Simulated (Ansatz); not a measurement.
HB, charge -1, doublet, at the geometry of the source list (a state made from the parent by changing its charge; the spin is typed, not shown lowest) (a gas-phase anion, which may not be bound at this level), atoms displaced at random by about 0.1 Å a coordinate. Base run: PBE/def2-SVP (Ansatz, a quantum-chemistry and plane-wave program).

The Ansatz input:
Ansatz 0.2 input:
```yaml
crystal:
  periodic: [false, false, false]
  atoms:
    - {symbol: B, position_ang: [0.38232487, 0.09154277, -0.52579513]}
    - {symbol: H, position_ang: [-0.18568460, -0.02370094, 0.44361092]}
basis:
  gaussian:
    orbitals: def2-SVP
hamiltonian:
  xc: pbe
total_charge: -1
magnetization: {spin_polarized: true, initial_magnetization: 1}
relax: {}
```

Variants of this job, named by their change:

| change | ΔE vs base (kcal/mol) | optimiser steps |
|---|---|---|
| base | 0.000 | 4 |
| relax = f_tol: 0.002 | 0.000 | 5 |
| relax = f_tol: 0.0005 | 0.000 | 5 |
| relax = f_tol: 0.05 | 0.000 | 4 |
| relax = f_tol: 0.1 | 0.000 | 4 |
| relax = max_displacement: 0.02 | 0.000 | 8 |
| relax = escape_saddle: false | 0.000 | 4 |

A gas-phase anion may not be bound at this level; its values then depend on the basis.
